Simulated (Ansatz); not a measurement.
`O[B](F)[AlH][F]` + H–F → `[F][AlH][F]` + `OBF` at 500 K and 1 bar (cleavage of the Al–B bond).

Program: Ansatz. Geometries: PBE0-D4/def2-TZVP. ΔE: electronic, gas phase. CCSD(T)/CBS is the MP2 limit (def2-TZVPP, def2-QZVPP) plus CCSD(T) − MP2 in def2-TZVPP, frozen cores. This one scheme is used for every species. Each species was taken in one conformer, which may not be the lowest.

```csv
species,CCSD(T)/CBS energy (Eh),H − E (kJ/mol),S (J/(mol·K))
`O[B](F)[AlH][F]`,-542.94565,122.9,392.7
H–F,-100.39570,39.4,188.7
`[F][AlH][F]`,-442.35155,55.5,295.8
`OBF`,-201.07426,102.6,282.2
```

H − E and S are ideal-gas, rigid-rotor, harmonic terms from PBE0-D4/def2-TZVP, for one conformer and one mirror image of each species. 1 Eh = 2625.50 kJ/mol, R = 8.31446 J/(mol·K).

**Question.** By hand: ΔE, ΔH, ΔS and ΔG.

**Answer.** ΔE = (-442.35155) + (-201.07426) − (-542.94565) − (-100.39570) = -0.08446 Eh = -221.7 kJ/mol. Δ(H − E) = 55.5 + 102.6 − 122.9 − 39.4 = -4.2, so ΔH = -225.9 kJ/mol. ΔS = 295.8 + 282.2 − 392.7 − 188.7 = -3.4 J/(mol·K). ΔG = -225.9 − 500 × (-3.4)/1000 = -224.2 kJ/mol.

**Question.** By hand: the equilibrium constant, and the temperature at which ΔG would vanish if ΔH and ΔS stayed fixed.

**Answer.** log₁₀ K = −ΔG/(RT ln 10) = 23.4. ΔG = 0 at ΔH/ΔS = 66441 K, far beyond where these terms or the molecules hold.

The number of gas molecules stays the same, so ΔS is small and ΔH decides. A doubt of 5 kJ/mol in ΔE shifts log₁₀ K by 0.5 here. Other conformers and mirror images would add mixing entropy, several J/(mol·K) or more a flexible species. These are equilibria of isolated gas molecules and say nothing of rates. Largest T1 diagnostic: 0.014 (customary marks: 0.02 for closed shells, 0.045 for open ones).
